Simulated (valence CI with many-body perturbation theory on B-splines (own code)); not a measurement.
## E1 transitions of P VIII

Calculated by configuration interaction combined with many-body perturbation theory (CI+MBPT): six valence electrons over a frozen Dirac-Fock core [He], radial functions for each j: 9 s, 9 p, 8 d, 6 f, 3 g, 1 h, with the one-electron correlation potential Σ1 (screened to all orders), the two-electron term Σ2, the three-electron term Σ3, Breit, model QED; selected single and double excitations, second order for the rest, scaled by the run's own slope (own B-spline code, finite nucleus).

No measured levels were compared; by estimate levels hold to about 100 cm⁻¹ or 0.05 % of their energy and the worst to 300 or 400 cm⁻¹, as in measured light ions of charge 2 to 7. Among the levels kept, up to 1200 cm⁻¹ of a level comes from second order outside the variational space, and about a tenth of that is noise between levels of different J, which matters for small intervals.

Lines 51 to 100 of 183 in falling wavelength, among levels below 1672100 cm⁻¹, chosen from the strongest by gf and those to the six lowest levels. Wavelengths and rates use the calculated energies, so an error of 800 cm⁻¹ moves a line at 98.97 nm by 0.79 % and its rate by three times that or more. Electric multipoles are in the length gauge, E1 and E2 with the static RPA response of the core. Weak lines are less certain than strong ones. Lines between different terms over intervals too small for the method are left out, as are lines whose strength nearly cancels. The highest levels of a list are the least certain.

Names give the largest LS component (configuration and term), which can be under half, so a name can repeat, a term be missing and a line seem to break the LS rules; names also repeat where a configuration has a term twice. Letters in brackets count levels of one name in rising energy.

| λ vac (nm) | Upper | Lower | A (s⁻¹) | log gf | Branch % |
| --- | --- | --- | --- | --- | --- |
| 98.97 | 2s2 2p3 3p 3F_4 | 2s2 2p3 3s 3D°_3 | 1.03e+09 | 0.14 | 98.6 |
| 97.70 | 2s2 2p3 3p 1D_2 | 2s2 2p3 3s 3P°_2 | 2.37e+07 | -1.77 | 0.7 |
| 96.94 | 2s2 2p3 3p 1D_2 | 2s2 2p3 3s 3P°_1 | 3.26e+08 | -0.64 | 9.8 |
| 95.32 | 2s2 2p3 3p 1F_3 | 2s2 2p3 3s 3D°_2 | 1.93e+07 | -1.73 | 2.2 |
| 92.75 | 2s2 2p3 3p 1P_1 [b] | 2s2 2p3 3s 3P°_0 | 7.19e+07 | -1.56 | 2.9 |
| 81.71 | 2s2 2p3 3p 3P_2 [a] | 2s2 2p3 3s 5S°_2 | 6.41e+06 | -2.49 | 0.6 |
| 79.87 | 2s2 2p3 3d 5D°_3 | 2s2 2p3 3p 5P_3 | 6.66e+08 | -0.35 | 32.4 |
| 79.87 | 2s2 2p3 3d 5D°_2 | 2s2 2p3 3p 5P_3 | 1.33e+08 | -1.20 | 5.8 |
| 79.87 | 2s2 2p3 3d 5D°_4 | 2s2 2p3 3p 5P_3 | 2.00e+09 | 0.24 | 100.0 |
| 79.35 | 2s2 2p3 3d 5D°_3 | 2s2 2p3 3p 5P_2 | 1.36e+09 | -0.05 | 65.9 |
| 79.35 | 2s2 2p3 3d 5D°_2 | 2s2 2p3 3p 5P_2 | 1.19e+09 | -0.25 | 51.5 |
| 79.35 | 2s2 2p3 3d 5D°_1 | 2s2 2p3 3p 5P_2 | 5.07e+08 | -0.84 | 20.5 |
| 79.06 | 2s2 2p3 3d 5D°_2 | 2s2 2p3 3p 5P_1 | 7.20e+08 | -0.47 | 31.3 |
| 79.06 | 2s2 2p3 3d 5D°_1 | 2s2 2p3 3p 5P_1 | 1.54e+09 | -0.36 | 62.3 |
| 79.06 | 2s2 2p3 3d 5D°_0 | 2s2 2p3 3p 5P_1 | 2.05e+09 | -0.72 | 80.9 |
| 78.27 | 2s2 2p3 3p 3D_2 [b] | 2s2 2p3 3s 1D°_2 | 5.05e+08 | -0.63 | 16.8 |
| 78.25 | 2s2 2p3 3p 3P_1 [b] | 2s2 2p3 3s 3D°_2 | 1.09e+09 | -0.52 | 14.4 |
| 78.20 | 2s2 2p3 3p 3P_1 [b] | 2s2 2p3 3s 3D°_1 | 3.92e+08 | -0.97 | 5.2 |
| 77.94 | 2s2 2p3 3p 3D_1 [b] | 2s2 2p3 3s 1D°_2 | 2.10e+07 | -2.24 | 0.7 |
| 77.31 | 2s2 2p3 3p 3P_0 [b] | 2s2 2p3 3s 3D°_1 | 2.02e+09 | -0.74 | 26.4 |
| 77.12 | 2s2 2p3 3p 3P_2 [b] | 2s2 2p3 3s 3D°_3 | 1.67e+09 | -0.13 | 20.0 |
| 76.93 | 2s2 2p3 3p 3P_2 [b] | 2s2 2p3 3s 3D°_2 | 3.35e+08 | -0.83 | 4.0 |
| 76.89 | 2s2 2p3 3p 3P_2 [b] | 2s2 2p3 3s 3D°_1 | 1.91e+07 | -2.07 | 0.2 |
| 75.94 | 2s2 2p3 3p 1D_2 | 2s2 2p3 3s 1D°_2 | 1.07e+09 | -0.33 | 32.2 |
| 73.96 | 2s2 2p3 3p 3S_1 | 2s2 2p3 3s 3D°_2 | 4.10e+08 | -1.00 | 5.6 |
| 73.92 | 2s2 2p3 3p 3S_1 | 2s2 2p3 3s 3D°_1 | 1.50e+08 | -1.43 | 2.0 |
| 73.52 | 2s2 2p3 3p 1P_1 [b] | 2s2 2p3 3s 1D°_2 | 2.98e+08 | -1.14 | 12.0 |
| 71.58 | 2s2 2p3 3p 3D_2 [b] | 2s2 2p3 3s 3D°_3 | 3.48e+07 | -1.87 | 1.2 |
| 71.42 | 2s2 2p3 3p 3D_2 [b] | 2s2 2p3 3s 3D°_2 | 3.42e+07 | -1.88 | 1.1 |
| 71.38 | 2s2 2p3 3p 3D_2 [b] | 2s2 2p3 3s 3D°_1 | 5.96e+06 | -2.64 | 0.2 |
| 71.14 | 2s2 2p3 3p 3D_1 [b] | 2s2 2p3 3s 3D°_2 | 3.19e+07 | -2.14 | 1.1 |
| 71.10 | 2s2 2p3 3p 3D_1 [b] | 2s2 2p3 3s 3D°_1 | 6.41e+07 | -1.84 | 2.3 |
| 70.78 | 2s2 2p3 3p 3D_3 [b] | 2s2 2p3 3s 3D°_3 | 1.03e+08 | -1.27 | 3.8 |
| 70.62 | 2s2 2p3 3p 3D_3 [b] | 2s2 2p3 3s 3D°_2 | 1.28e+07 | -2.18 | 0.5 |
| 69.47 | 2s2 2p3 3p 1D_2 | 2s2 2p3 3s 3D°_2 | 3.08e+07 | -1.95 | 0.9 |
| 69.44 | 2s2 2p3 3p 1D_2 | 2s2 2p3 3s 3D°_1 | 1.08e+07 | -2.41 | 0.3 |
| 53.95 | 2s2 2p3 3p 3P_1 [b] | 2s2 2p3 3s 3S°_1 | 5.57e+08 | -1.14 | 7.4 |
| 53.52 | 2s2 2p3 3p 3P_0 [b] | 2s2 2p3 3s 3S°_1 | 7.61e+08 | -1.49 | 10.0 |
| 53.33 | 2s2 2p3 3p 3P_2 [b] | 2s2 2p3 3s 3S°_1 | 1.01e+09 | -0.67 | 12.1 |
| 51.88 | 2s2 2p3 3p 3S_1 | 2s2 2p3 3s 3S°_1 | 2.68e+08 | -1.49 | 3.7 |
| 49.63 | 2s2 2p3 3p 1D_2 | 2s2 2p3 3s 3S°_1 | 2.74e+07 | -2.30 | 0.8 |
| 48.58 | 2s2 2p3 3p 1P_1 [b] | 2s2 2p3 3s 3S°_1 | 2.70e+07 | -2.54 | 1.1 |
| 33.57 | 2s 2p5 3P°_1 | 2s2 2p4 1S_0 | 5.41e+06 | -3.56 | 0.0 |
| 28.46 | 2s 2p5 3P°_2 | 2s2 2p4 1D_2 | 3.34e+07 | -2.69 | 0.2 |
| 28.05 | 2s 2p5 3P°_1 | 2s2 2p4 1D_2 | 2.02e+06 | -4.15 | 0.0 |
| 26.12 | 2p6 1S_0 | 2s 2p5 1P°_1 | 4.14e+10 | -0.37 | 99.8 |
| 25.12 | 2s 2p5 3P°_2 | 2s2 2p4 3P_1 | 3.45e+09 | -0.79 | 24.2 |
| 24.93 | 2s 2p5 3P°_1 | 2s2 2p4 3P_0 | 4.69e+09 | -0.88 | 32.2 |
| 24.80 | 2s 2p5 3P°_1 | 2s2 2p4 3P_1 | 3.59e+09 | -1.00 | 24.6 |
| 24.76 | 2s 2p5 3P°_2 | 2s2 2p4 3P_2 | 1.08e+10 | -0.31 | 75.6 |
